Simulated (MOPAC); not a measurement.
A run for MOPAC: PM6 on H4OSi (SMILES O[SiH3]), a point of a torsion scan.

```
PM6 1SCF PRECISE CHARGE=0 THREADS=1
H4OSi

O      1.09833025 1    -0.49543806 1    -0.22015192 1
Si    -0.42146706 1     0.03267145 1     0.01634715 1
H      1.86556412 1     0.01975042 1     0.00711648 1
H     -0.94764235 1     0.53463711 1    -1.25218436 1
H     -0.43448455 1     1.09543062 1     1.02298795 1
H     -1.14105347 1    -1.15170972 1     0.46484267 1
```

It printed:

```
*******************************************************************************
 **                                                                           **
 **                              MOPAC v23.2.5                                **
 **                                                                           **
 *******************************************************************************
 ** MOPAC's Digital Object Identifier: https://doi.org/10.5281/zenodo.6511958 **
 **                                                                           **
 ** Please cite the open-source release paper for use of this MOPAC version:  **
 ** J. E. Moussa and J. J. P. Stewart (2026)                                  **
 ** MOPAC: An open-source semiempirical molecular orbital program             **
 ** J. Open Source Softw., 11(119), 8025, https://doi.org/10.21105/joss.08025 **
 *******************************************************************************

                              PM6 CALCULATION RESULTS

 *******************************************************************************
 *  PM6        - The PM6 Hamiltonian to be used
 *
 *
 *
 *                 CHARGE ON SYSTEM = 0
 *
 *
 *
 *  PRECISE    - TIGHTER CRITERIA TO BE USED
 *  1SCF       - DO 1 SCF AND THEN STOP
 *  THREADS=1  - MULTI-THREADING NOT USED
 *  T=         - A TIME OF 172800.0 SECONDS REQUESTED
 *  DUMP=N     - RESTART FILE WRITTEN EVERY 7200.0 SECONDS REQUESTED
 *******************************************************************************
PM6 1SCF PRECISE CHARGE=0 THREADS=1
 H4OSi

   ATOM   CHEMICAL          X               Y               Z
  NUMBER   SYMBOL      (ANGSTROMS)     (ANGSTROMS)     (ANGSTROMS)

     1       O          1.09833025  *  -0.49543806  *  -0.22015192  *
     2      Si         -0.42146706  *   0.03267145  *   0.01634715  *
     3       H          1.86556412  *   0.01975042  *   0.00711648  *
     4       H         -0.94764235  *   0.53463711  *  -1.25218436  *
     5       H         -0.43448455  *   1.09543062  *   1.02298795  *
     6       H         -1.14105347  *  -1.15170972  *   0.46484267  *



          CARTESIAN COORDINATES

    NO.       ATOM           X           Y           Z

     1         O          1.0983     -0.4954     -0.2202
     2        Si         -0.4215      0.0327      0.0163
     3         H          1.8656      0.0198      0.0071
     4         H         -0.9476      0.5346     -1.2522
     5         H         -0.4345      1.0954      1.0230
     6         H         -1.1411     -1.1517      0.4648

 General Reference for PM6:
 "Optimization of Parameters for Semiempirical Methods V: Modification of NDDO Approximations
 and Application to 70 Elements", J. J. P. Stewart, J. Mol. Mod., 13, 1173-1213 (2007)
 URL: https://link.springer.com/article/10.1007/s00894-007-0233-4

           Empirical Formula: H4 O Si  =     6 atoms



      MOLECULAR POINT GROUP   :   C1


      RHF CALCULATION, NO. OF DOUBLY OCCUPIED LEVELS = 7


 -------------------------------------------------------------------------------
 PM6 1SCF PRECISE CHARGE=0 THREADS=1
 H4OSi



     1SCF WAS SPECIFIED, SO BFGS WAS NOT USED
     SCF FIELD WAS ACHIEVED


                              PM6 CALCULATION
                                                       MOPAC v23.2.5 Linux




          FINAL HEAT OF FORMATION =        -67.00026 KCAL/MOL =    -280.32910 KJ/MOL


          COSMO AREA              =         87.17 SQUARE ANGSTROMS
          COSMO VOLUME            =         72.74 CUBIC ANGSTROMS

          IONIZATION POTENTIAL    =         11.057500 EV
          HOMO LUMO ENERGIES (EV) =        -11.057 -0.015
          NO. OF FILLED LEVELS    =          7
          MOLECULAR WEIGHT        =         48.1165         POINT GROUP:  C1

          MOLECULAR DIMENSIONS (Angstroms)

            Atom       Atom       Distance
            H     6    H     3     3.25908
            H     5    H     4     2.37232
            O     1    H     4     1.86071


          SCF CALCULATIONS        =          1





   ATOM   CHEMICAL          X               Y               Z
  NUMBER   SYMBOL      (ANGSTROMS)     (ANGSTROMS)     (ANGSTROMS)

     1       O          1.09833025  *  -0.49543806  *  -0.22015192  *
     2      Si         -0.42146706  *   0.03267145  *   0.01634715  *
     3       H          1.86556412  *   0.01975042  *   0.00711648  *
     4       H         -0.94764235  *   0.53463711  *  -1.25218436  *
     5       H         -0.43448455  *   1.09543062  *   1.02298795  *
     6       H         -1.14105347  *  -1.15170972  *   0.46484267  *

                             CARTESIAN COORDINATES

   1    O        1.098330250    -0.495438060    -0.220151920
   2   Si       -0.421467060     0.032671450     0.016347150
   3    H        1.865564120     0.019750420     0.007116480
   4    H       -0.947642350     0.534637110    -1.252184360
   5    H       -0.434484550     1.095430620     1.022987950
   6    H       -1.141053470    -1.151709720     0.464842670


           Empirical Formula: H4 O Si  =     6 atoms



      MOLECULAR POINT GROUP   :   C1


                  EIGENVALUES
 -30.32305 -20.06327 -16.82176 -14.03688 -13.63059 -11.32328 -11.05750  -0.01503
   0.80459   0.90366   1.57877   2.03567   2.80849   4.53882   4.74844   4.92663
   5.50924


              NET ATOMIC CHARGES AND DIPOLE CONTRIBUTIONS

  ATOM NO.   TYPE          CHARGE      No. of ELECS.   s-Pop       p-Pop       d-Pop
    1          O          -0.574865        6.5749     1.64252     4.93235
    2         Si           0.285466        3.7145     1.15589     1.63576     0.92288
    3          H           0.359313        0.6407     0.64069
    4          H          -0.021872        1.0219     1.02187
    5          H          -0.033331        1.0333     1.03333
    6          H          -0.014711        1.0147     1.01471
 DIPOLE           X         Y         Z       TOTAL
 POINT-CHG.    -0.141     1.297     0.578     1.427
 HYBRID         1.023    -0.013    -0.039     1.023
 SUM            0.881     1.284     0.538     1.648


          ATOMIC ORBITAL ELECTRON POPULATIONS

     Atom    s        px        py        pz      x^2-y^2     xz        z^2       yz        xy
    1  O   1.64252   1.44395   1.69709   1.79131
    2 Si   1.15589   0.32516   0.64649   0.66411   0.16437   0.19243   0.12508   0.23629   0.20472
    3  H   0.64069
    4  H   1.02187
    5  H   1.03333
    6  H   1.01471

 **********************
 *                    *
 * JOB ENDED NORMALLY *
 *                    *
 **********************




 == MOPAC DONE ==
```

The run finished.

Cost: around 0.03 core-seconds (rough).
